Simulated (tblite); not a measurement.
Run record: tight-binding relaxation, `O=COc1cccc(O[SiH3])c1`.

Computed with GFN2-xTB geometry optimisation, gas phase (tblite 0.8.0). Start geometry: from a force field or distance geometry. The input is one job of a driver script: a line of settings, then coordinates in Å.

Command:
```bash
OMP_NUM_THREADS=1 python probes_run.py task.json out
```

Input:
```
{"job": {"kind": "relax", "xc": "GFN2-xTB", "basis": "xTB"}, "charge": 0, "multiplicity": 1}
O     -2.237800    -1.618800     1.501500
C     -2.789100    -1.566000     0.398100
O     -2.457000    -0.770000    -0.670800
C     -1.384800     0.110600    -0.490000
C     -1.626200     1.464600    -0.636000
C     -0.573000     2.363700    -0.520600
C      0.718200     1.894100    -0.248600
C      0.961000     0.525000    -0.094400
O      2.255800     0.163800     0.160500
Si     2.988200    -1.268200     0.535200
C     -0.102200    -0.385300    -0.230700
H     -3.646800    -2.197500     0.114000
H     -2.630100     1.828600    -0.854400
H     -0.736100     3.430300    -0.636700
H      1.537500     2.603100    -0.144300
H      2.545400    -1.743300     1.876000
H      4.466400    -1.077400     0.551400
H      2.646800    -2.298800    -0.487300
H      0.054100    -1.449400    -0.130200
```

Output:
```
step      E/eV     max force
  0    -899.05125    3.401
  1    -899.14127    3.732
  2    -899.22522    0.576
  3    -899.24245    0.503
  4    -899.26387    0.368
  5    -899.27247    0.332
  6    -899.28443    0.293
  7    -899.29583    0.264
  8    -899.30804    0.311
  9    -899.31476    0.187
... (50 lines left out)
 60    -899.34941    0.022
 61    -899.34950    0.027
 62    -899.34959    0.032
 63    -899.34965    0.022
 64    -899.34971    0.025
 65    -899.34976    0.020
 66    -899.34981    0.029
 67    -899.34986    0.022
 68    -899.34989    0.012
 69    -899.34992    0.009
```

«max force» is the largest atomic force in eV/Å.

Problem. From which step on does the largest force stay under 0.1 eV/Å, and how much energy is left to gain from there?

Solution. From step 52 (0.038 eV/Å), 1.5 meV above the end.

Main results: energy lowered by 6.9 kcal/mol over 69 steps; largest atomic force 0.009 eV/Å at the end.

On Arm Neoverse V1, one thread, on a shared host, this took 0.63 s of wall time.
Labels such as C1 count atoms from 1, the log's own numbers from 0.
